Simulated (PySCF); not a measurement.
iodine (I2), SMILES II.

Geometry optimised at PBE-D3(BJ)/def2-TZVP. The def2 effective core potentials stand for the cores of I; spin–orbit coupling is left out.

Calculation: PySCF with PBE-D3(BJ)/def2-TZVP.

Frequencies are harmonic and unscaled.

```
mode  ν (cm⁻¹)  IR (km/mol)  moving atoms (share of kinetic energy)
----  --------  -----------  --------------------------------------
1          212          0.0                                 I 100 %
```
